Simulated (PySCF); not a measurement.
Predicted microwave data (CAM-B3LYP/def2-SVPD in PySCF (dipole) on a GFN2-xTB geometry, gas phase) for one isomer of C3H11NSSi2:

- Rotational constants: A = 3175, B = 856.8, C = 740.9 MHz
- Dipole components: |μa| = 0.49 D, |μb| = 0.99 D, |μc| = 0.81 D
- Inertial defect: -66.98 u·Å²
- κ: -0.90

Question: Which structure is it? (One computed conformer of each.)
A. `[CH2:1]=[CH:2][CH2:3][Si@H:4]([SH:5])[NH:6][SiH3:7]` with C1–C2–C3–Si4 -102°, C2–C3–Si4–S5 57°, C3–Si4–S5–H -21°, C3–Si4–N6–Si7 -56°
B. `[CH3:1][S:2][Si@@H:3]1[CH2:4][CH2:5][SiH2:6][NH:7]1` with C1–S2–Si3–C4 180°, S2–Si3–C4–C5 -149°, Si3–C4–C5–Si6 38°, C4–C5–Si6–N7 -30°, C5–Si6–N7–Si3 9°
C. `[CH2:1]=[C:2]([SiH2:3][SiH2:4][NH2:5])[S:6][CH3:7]` with C1–C2–Si3–Si4 68°, C2–Si3–Si4–N5 -145°, Si3–Si4–N5–H -173° and 48°, C1–C2–S6–C7 -1°

Answer: B. It is CS[Si@@H]1CC[SiH2]N1, a near-prolate asymmetric top, point group C1. The candidates at the same level (rigid rotor, commonest isotopes):

| SMILES | A (MHz) | B (MHz) | C (MHz) | μa (D) | μb (D) | μc (D) | Δ (u·Å²) | point group | rotor |
| --- | --- | --- | --- | --- | --- | --- | --- | --- | --- |
| CS[Si@@H]1CC[SiH2]N1 | 3175 | 856.8 | 740.9 | 0.49 | 0.99 | 0.81 | -66.98 | C1 | near-prolate asymmetric top |
| C=CC[Si@H](S)N[SiH3] | 1733 | 956.0 | 709.7 | 1.07 | 1.22 | 0.01 | -108.16 | C1 | asymmetric top |
| C=C([SiH2][SiH2]N)SC | 3567 | 596.9 | 582.8 | 0.17 | 1.86 | 0.18 | -121.15 | C1 | near-prolate asymmetric top |

`C=C([SiH2][SiH2]N)SC` has B 30 % too low; `C=CC[Si@H](S)N[SiH3]` has A 45 % too low. No structure here is proved a minimum.
